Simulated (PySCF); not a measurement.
Species: C5H9NOSi2.
SMILES with atom numbers: `[SiH3:1][N:2]1[SiH2:3][CH2:4][c:5]2[cH:6][cH:7][o:8][c:9]21`

Structure used (GFN2-xTB), in Å, numbered top down from 1:
```
atom  x, y, z in Å
Si1    2.297   -1.365   -0.043
N2     1.077   -0.126   -0.055
Si3    1.122    1.631   -0.168
C4    -0.781    1.870   -0.081
C5    -1.237    0.452    0.039
C6    -2.445   -0.280    0.157
C7    -2.082   -1.591    0.223
O8    -0.722   -1.728    0.154
C9    -0.246   -0.484    0.044
H10    2.068   -2.261   -1.178
H11    3.545   -0.616   -0.173
H12    2.217   -2.097    1.223
H13    1.724    2.008   -1.447
H14    1.851    2.166    0.983
H15   -1.198    2.348   -0.970
H16   -1.103    2.464    0.775
H17   -3.444    0.107    0.189
H18   -2.651   -2.493    0.316
```

Probes without a nucleus sit at each ring's centroid and 1 Å off its mean plane on both sides; NICS is minus the shielding there, NICSzz its component along the normal. Level: GIAO PBE0/pcSseg-1 (PySCF, non-relativistic, gas phase) on the GFN2-xTB geometry, one conformer.

Rings: 1. N2–Si3–C4–C5–C9; 2. C5–C6–C7–O8–C9.

| set | NICS(0) | NICS(1), two faces | NICS(1)zz, two faces |
| --- | --- | --- | --- |
| P | -10.7 | -8.8 / -8.8 | -20.8 / -20.8 |
| Q | -2.5 | -1.3 / -1.3 | 2.6 / 2.6 |

Which set (ppm) belongs to which ring?

P = 2, Q = 1.
- 1 (5-membered ring with N and Si; formal bonds 1 aromatic, 4 single): mean NICS(1)zz 2.6 ppm, near zero. Si3, C4 have four or more neighbours; no verdict on aromaticity is drawn.
- 2 (5-membered ring with O; formal bonds all aromatic): mean NICS(1)zz -20.8 ppm, shielded, aromatic by this magnetic criterion (flat ring, no four-coordinate atom), though in fused rings the probe also feels the neighbouring ring.

How do the rings differ in shape?

| ring | bond lengths (Å) | rms pucker (Å) | HOMA | nearest outside atom to a NICS(1) probe (Å) |
| --- | --- | --- | --- | --- |
| 1 | 1.762, 1.919, 1.495, 1.363, 1.374 | 0.00 | – | hydrogen 2.08 |
| 2 | 1.417, 1.362, 1.369, 1.337, 1.363 | 0.00 | 0.39 | hydrogen 2.42 |

HOMA = 1 − mean of α(R − Ropt)² over the ring bonds, with Krygowski's 1993 parameters (CC: Ropt 1.388 Å, α 257.7 Å⁻²; CO: Ropt 1.265 Å, α 157.38 Å⁻²). A dash marks a ring with a four-coordinate atom, a triple bond, no multiple bond or a kind of bond without parameters.
